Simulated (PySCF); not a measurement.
C3H8AsB.
SMILES: `B[AsH]CC=C`

Jobs on this species (13 atoms, 64 electrons) with PySCF (density fitting). Hardware of each: one thread of an Arm Neoverse V1 (shared host). Other jobs ran on the host; a repeat could differ by tens of per cent or more. Peak memory is the resident size of the whole Python process, interpreter and libraries included.

```json
{"level and settings": "delta-SCF UKS SCAN, pcX-2 on the ionised atom, pcseg-1 elsewhere, non-relativistic", "work": "ΔSCF core ionisation, 4 holes", "basis functions": "154", "SCF cycles": "?", "wall time": "?", "peak memory": "?"}
{"level and settings": "delta-SCF UKS PBE0, pcX-2 on the ionised atom, pcseg-1 elsewhere, spin-free X2C", "work": "ΔSCF core ionisation, 4 holes", "basis functions": "154", "SCF cycles": "?", "wall time": "?", "peak memory": "?"}
{"level and settings": "delta-SCF UKS SCAN, pcX-1 on the ionised atom, pcseg-1 elsewhere, spin-free X2C", "work": "ΔSCF core ionisation, 4 holes", "basis functions": "133", "SCF cycles": "?", "wall time": "?", "peak memory": "?"}
{"level and settings": "PBE0-D3(BJ)/def2-SVP, grid level 1", "work": "geometry optimisation from a GFN2-xTB start shaken at random", "basis functions": "128", "SCF cycles": "75", "wall time": "70 s", "peak memory": "0.53 GiB"}
{"level and settings": "delta-SCF UKS PBE, pcX-2 on the ionised atom, pcseg-1 elsewhere, spin-free X2C", "work": "ΔSCF core ionisation, 4 holes", "basis functions": "154", "SCF cycles": "73", "wall time": "17 s", "peak memory": "0.54 GiB"}
{"level and settings": "delta-SCF UKS HF, pcX-2 on the ionised atom, pcseg-1 elsewhere, spin-free X2C", "work": "ΔSCF core ionisation, 4 holes", "basis functions": "154", "SCF cycles": "75", "wall time": "24 s", "peak memory": "0.51 GiB"}
{"level and settings": "delta-SCF UKS SCAN, pcX-2 on the ionised atom, pcseg-1 elsewhere, spin-free X2C", "work": "ΔSCF core ionisation, 4 holes", "basis functions": "154", "SCF cycles": "83", "wall time": "28 s", "peak memory": "0.53 GiB"}
{"level and settings": "delta-SCF UKS B3LYP, pcX-2 on the ionised atom, pcseg-1 elsewhere, spin-free X2C", "work": "ΔSCF core ionisation, 4 holes", "basis functions": "154", "SCF cycles": "141", "wall time": "63 s", "peak memory": "0.63 GiB"}
{"level and settings": "delta-SCF UKS SCAN, def2-TZVP on the ionised atom, pcseg-1 elsewhere, spin-free X2C", "work": "ΔSCF core ionisation, 4 holes", "basis functions": "140", "SCF cycles": "82", "wall time": "26 s", "peak memory": "0.45 GiB"}
```

Q: Fill in the missing figures.

A: 
- delta-SCF UKS SCAN, pcX-2 on the ionised atom, pcseg-1 elsewhere, non-relativistic; ΔSCF core ionisation, 4 holes: 27 s, 0.54 GiB, 83 SCF cycles
- delta-SCF UKS PBE0, pcX-2 on the ionised atom, pcseg-1 elsewhere, spin-free X2C; ΔSCF core ionisation, 4 holes: 34 s, 0.61 GiB, 68 SCF cycles
- delta-SCF UKS SCAN, pcX-1 on the ionised atom, pcseg-1 elsewhere, spin-free X2C; ΔSCF core ionisation, 4 holes: 24 s, 0.44 GiB, 83 SCF cycles

Q: What do all jobs in the table cost together?

A: About 5.2 min; the longest takes about 22 % of that, and about 4.1 times as long as the shortest.
